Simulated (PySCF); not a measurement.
# Unknown compound

Molecular formula: C3HF5O2. Simulated spectra:

¹H NMR (400 MHz, computed): δ 6.90 (br s, 1H).

¹³C{¹H} NMR (computed): δ 164.2 (C), 127.7 (C), 115.4 (C).

- GFN2-xTB structure
- GIAO PBE0/pcSseg-1 shieldings
- program: PySCF 2.14
- non-relativistic Hamiltonian, single conformer, gas phase, equivalent nuclei averaged

Scale: TMS for ¹H (31.72 ppm) and ¹³C (186.93 ppm) (reference shieldings calculated alike).

Deduce the structure.

Results:


- The formula gives 1 degree of unsaturation (no ring in the answer).
- 3 carbon signals for 3 carbons: no two carbons are equivalent.
- Carbon types of the structure: 3 × C, leaving 1 H on heteroatoms.
- δC 164.2: carboxylic acid carbon; it is a carbonyl in resonance with an O or N lone pair, the region of acids, esters and amides.
- δC 127.7: CF3 carbon; 3 electronegative neighbours deshield it.
- δC 115.4: fully substituted sp3 carbon bonded to 2 F, α to a carbonyl; 2 electronegative neighbours deshield it.
- δH 6.90: hydrogen on an acid hydroxyl oxygen; exchangeable, gas-phase position.

These data were computed for pentafluoropropionic acid (SMILES O=C(O)C(F)(F)C(F)(F)F).

The shifts were computed for this structure.

OH/NH shifts are gas-phase values; hydrogen bonding in solution moves them, usually downfield. Splittings by ¹⁹F in the carbon and heteronuclear signals aren't shown, as no couplings were computed. Shifts are as computed. Against solution values, carbons near 30 ppm lie about +3 ppm off and those near 130 ppm about +5 ppm. Of 1211 compounds with measured shifts, 218 miss one by over three times the rms of a fit or turn the order of signals round; such compounds aren't used in these exercises. Hydrogen bonding in solution deshields acid and N–H amide carbonyl carbons by as much as 10 ppm beyond these values.
